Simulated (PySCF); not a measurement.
H$_{5}$NSi$_{2}$, SMILES `[SiH3]/[SiH]=N\[H]`, neutral singlet in the gas phase. 

Cartesian coordinates (Å):
SMILES: [SiH3]/[SiH]=N\[H]
```xyz
8

N      2.2837     0.0621    -0.8290
Si     0.8770     0.6431    -0.3292
Si    -1.2596    -0.3091    -0.5269
H      2.3145    -0.8348    -1.2993
H      0.9213     1.9625     0.3493
H     -1.8462    -0.5110     0.8249
H     -2.1474     0.6007    -1.2993
H     -1.1433    -1.6135    -1.2258
```
Charge 0, multiplicity 1.

All levels are single points at this geometry (PBE0-D3(BJ)/def2-TZVP); Pople sets use spherical d functions. Orbital energies aren't observables, and empty levels follow the basis.

```json
[
 {"level": "PBE0-D3(BJ)/def2-TZVP in PySCF", "HOMO (eV)": "-7.28", "LUMO (eV)": "-1.99", "gap (eV)": "5.29", "dipole (D)": "2.74", "vertical IE, Delta-SCF (eV)": "9.14"},
 {"level": "ωB97X-D3(BJ)/def2-TZVP in PySCF", "HOMO (eV)": "-9.64", "LUMO (eV)": "0.06", "gap (eV)": "9.69", "dipole (D)": "2.97", "vertical IE, Delta-SCF (eV)": "9.29"},
 {"level": "B3LYP/6-311+G** in PySCF", "HOMO (eV)": "-7.07", "LUMO (eV)": "-2.14", "gap (eV)": "4.93", "dipole (D)": "2.97", "vertical IE, Delta-SCF (eV)": "–"},
 {"level": "B3LYP/6-31G* in PySCF", "HOMO (eV)": "-6.84", "LUMO (eV)": "-1.79", "gap (eV)": "5.05", "dipole (D)": "2.53", "vertical IE, Delta-SCF (eV)": "9.07"},
 {"level": "BP86/6-31G* in PySCF", "HOMO (eV)": "-5.90", "LUMO (eV)": "-2.57", "gap (eV)": "3.34", "dipole (D)": "2.28", "vertical IE, Delta-SCF (eV)": "–"},
 {"level": "M06-2X/6-31G* in PySCF", "HOMO (eV)": "-8.32", "LUMO (eV)": "-0.80", "gap (eV)": "7.53", "dipole (D)": "2.75", "vertical IE, Delta-SCF (eV)": "–"},
 {"level": "SVWN5/6-31G* in PySCF", "HOMO (eV)": "-5.87", "LUMO (eV)": "-2.63", "gap (eV)": "3.25", "dipole (D)": "2.32", "vertical IE, Delta-SCF (eV)": "9.16"},
 {"level": "HF/3-21G in PySCF", "HOMO (eV)": "-10.05", "LUMO (eV)": "1.74", "gap (eV)": "11.78", "dipole (D)": "2.91", "vertical IE, Delta-SCF (eV)": "–"},
 {"level": "HF/6-31G* in PySCF", "HOMO (eV)": "-9.99", "LUMO (eV)": "1.57", "gap (eV)": "11.56", "dipole (D)": "3.28", "vertical IE, Delta-SCF (eV)": "7.65"}
]
```
